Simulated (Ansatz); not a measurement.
CH4SZn, SMILES `C[S][ZnH]`, 7 atoms. Charge 0, multiplicity 1. For Zn the d shell is correlated and the shells below it are frozen. Scalar relativity is left out up to krypton. All runs use 4 threads of an Arm Neoverse V2 on a shared host. Correlated methods freeze the cores. Open-shell runs search over several starts.

Problem. Give the basis size and wall time and peak host memory of each of these runs in Ansatz. RKS BLYP-D4/def2-TZVPP energy; UKS r2SCAN-D4/def2-TZVPP energy of the cation; RKS ωB97M-V/def2-QZVPP energy; direct RPA on PBE orbitals with 3s3p of Cu, Zn/def2-TZVPP energy; UKS PBE0-D4/def2-TZVPP energy of the cation; RKS ωB97M-V/def2-SVP energy; UKS ωB97X-V/def2-TZVPP energy of the cation; UKS ωB97M-V/def2-TZVPP energy of the cation; UKS B3LYP-D4/def2-TZVPP energy of the cation; RKS ωB97X-V/def2-TZVPP energy; RHF-MP2 with 3s3p of Cu, Zn/def2-QZVPP energy; RKS PBE0-D4/def2-TZVP frequencies. (Best estimate.)

Solution. Computed: Other jobs shared the machine, so times are rough.

```json
{"level": "RKS BLYP-D4/def2-TZVPP", "job": "energy", "functions": "193", "wall time": "1 s", "peak host memory (GiB)": "0.24"}
{"level": "direct RPA on PBE orbitals with 3s3p of Cu, Zn/def2-TZVPP", "job": "energy", "functions": "193", "wall time": "2.1 s", "peak host memory (GiB)": "0.37"}
{"level": "RKS ωB97M-V/def2-SVP", "job": "energy", "functions": "83", "wall time": "2.8 s", "peak host memory (GiB)": "0.37"}
{"level": "UKS PBE0-D4/def2-TZVPP", "job": "energy of the cation", "functions": "193", "wall time": "4 s", "peak host memory (GiB)": "0.6"}
{"level": "RKS ωB97X-V/def2-TZVPP", "job": "energy", "functions": "193", "wall time": "4 s", "peak host memory (GiB)": "0.52"}
{"level": "UKS B3LYP-D4/def2-TZVPP", "job": "energy of the cation", "functions": "193", "wall time": "4.4 s", "peak host memory (GiB)": "0.59"}
{"level": "UKS r2SCAN-D4/def2-TZVPP", "job": "energy of the cation", "functions": "193", "wall time": "6.5 s", "peak host memory (GiB)": "0.37"}
{"level": "RHF-MP2 with 3s3p of Cu, Zn/def2-QZVPP", "job": "energy", "functions": "347", "wall time": "7 s", "peak host memory (GiB)": "1.4"}
{"level": "RKS ωB97M-V/def2-QZVPP", "job": "energy", "functions": "347", "wall time": "8.5 s", "peak host memory (GiB)": "1.2"}
{"level": "UKS ωB97X-V/def2-TZVPP", "job": "energy of the cation", "functions": "193", "wall time": "10 s", "peak host memory (GiB)": "0.77"}
{"level": "UKS ωB97M-V/def2-TZVPP", "job": "energy of the cation", "functions": "193", "wall time": "14 s", "peak host memory (GiB)": "0.85"}
{"level": "RKS PBE0-D4/def2-TZVP", "job": "frequencies", "functions": "140", "wall time": "43 s", "peak host memory (GiB)": "0.37"}
```

B3LYP here is the variant with VWN-RPA as its local correlation; programs differ in this.
